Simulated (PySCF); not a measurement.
**Bi⁺ (bismuth, charge +1) across methods**

[Xe] 4f14 5d10 6s1 6p3, high-spin 5S determinant (an excited configuration). Calculation: PySCF 2.14, in ANO-RCC-VTZP (8s7p5d3f2g, 93 functions); the spin-free X2C one-electron Hamiltonian (Gaussian nucleus).

```csv
method,E (hartree),mean ε 5d β (eV),mean ε 6s α (eV),mean ε 6p α (eV),Σ⟨r²⟩ (bohr²),⟨S²⟩
r2SCAN,-21533.95,-36.790,-24.970,-13.706,62.28,6.005
LDA,-21521.02,-36.331,-24.286,-13.374,62.49,6.002
UHF,-21527.80137,-44.985,-31.132,-17.311,62.83,6.008
PBE,-21534.01,-36.143,-24.093,-13.269,62.57,6.002
```

Task: Estimate the same row for PBE0.

Result: E (hartree) = -21533.71; mean ε 5d β (eV) = -38.651; mean ε 6s α (eV) = -26.079; mean ε 6p α (eV) = -14.429; Σ⟨r²⟩ (bohr²) = 62.43; ⟨S²⟩ = 6.003.

Spin-orbit coupling, which splits the p, d and f shells strongly at this Z, is absent. Spin-orbit coupling is strong in this species (close to jj coupling), so the high-spin LS determinant is a model state, not a physical level.
